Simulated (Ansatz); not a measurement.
Ansatz (a quantum-chemistry and plane-wave program) input (PBE0/def2-TZVPD):

Ansatz 0.2 input:
```yaml
crystal:
  periodic: [false, false, false]
  atoms:
    - {symbol: C, position_ang: [1.80553310, -0.47249964, 0.61360633]}
    - {symbol: C, position_ang: [0.96135597, -0.37191107, -0.60669716]}
    - {symbol: B, position_ang: [-0.48138880, 0.13923475, -0.17261570]}
    - {symbol: O, position_ang: [-0.75676814, 1.47252745, -0.24854582]}
    - {symbol: O, position_ang: [-1.45927790, -0.68938096, 0.31884530]}
    - {symbol: H, position_ang: [2.26674471, 0.41042129, 1.03330344]}
    - {symbol: H, position_ang: [1.83617998, -1.38129895, 1.19896022]}
    - {symbol: H, position_ang: [0.88576739, -1.34223887, -1.10822574]}
    - {symbol: H, position_ang: [1.38516067, 0.34424662, -1.31558305]}
    - {symbol: H, position_ang: [-1.63477562, 1.68890365, 0.08690185]}
    - {symbol: H, position_ang: [-1.20509909, -1.61491519, 0.36387096]}
basis:
  gaussian:
    orbitals: def2-TZVPD
hamiltonian:
  xc: {name: PBE0}
magnetization: {spin_polarized: true, initial_magnetization: 1}
output: {forces: true}
```

End of the output:

```
integrals: 0.15 GiB planned
1187 factors; their error is unknown
0.41 GiB of the device are held for the grids
1.32 GiB of device memory are held for the factors and their scratch space
mean field: 1.55 GiB planned
mean field evaluation 1: about -6927.7920 eV, gradient 5.4e1 eV
mean field evaluation 2: about -6919.9370 eV, gradient 7.1e1 eV
mean field evaluation 4: about -6938.5817 eV, gradient 3.1e0 eV
mean field evaluation 8: about -6938.6244 eV, gradient 1.6e-1 eV
mean field evaluation 16: about -6938.6208 eV, gradient 4.1e-4 eV
mean field -6938.62082576 eV, -254.9896121806 hartree, gradient 3.0e-5 eV, S^2 0.755386; 0 other end points of the search recorded, 0 dependent functions left out
the calculation of the forces begins
reference -6938.62087187 eV, -254.9896138753 hartree; 20, 19 occupied and 225, 226 virtual orbitals, 1187 factors
Total energy: -6938.62087187 eV, -254.9896138753 hartree
Atom 0 at     1.805533    -0.472500     0.613606 Å, force    -0.095244     0.013944    -0.138766 eV/Å
Atom 1 at     0.961356    -0.371911    -0.606697 Å, force    -0.003084     0.009977     0.126954 eV/Å
Atom 2 at    -0.481389     0.139235    -0.172616 Å, force    -0.027916    -0.023784     0.038315 eV/Å
Atom 3 at    -0.756768     1.472527    -0.248546 Å, force    -0.087637    -0.060297     0.041076 eV/Å
Atom 4 at    -1.459278    -0.689381     0.318845 Å, force     0.071547    -0.013720    -0.023463 eV/Å
Atom 5 at     2.266745     0.410421     1.033303 Å, force     0.023471     0.046150     0.018394 eV/Å
Atom 6 at     1.836180    -1.381299     1.198960 Å, force     0.001273    -0.045675     0.026405 eV/Å
Atom 7 at     0.885767    -1.342239    -1.108226 Å, force    -0.002389    -0.019864    -0.009103 eV/Å
Atom 8 at     1.385161     0.344247    -1.315583 Å, force     0.012073     0.020292    -0.015010 eV/Å
Atom 9 at    -1.634776     1.688904     0.086902 Å, force     0.113690    -0.058891    -0.040800 eV/Å
Atom 10 at    -1.205099    -1.614915     0.363871 Å, force    -0.005786     0.131868    -0.024003 eV/Å
Dipole moment:    -0.093817    -0.262478     0.034520 e Å
```

It need not be the lowest isomer of its formula.
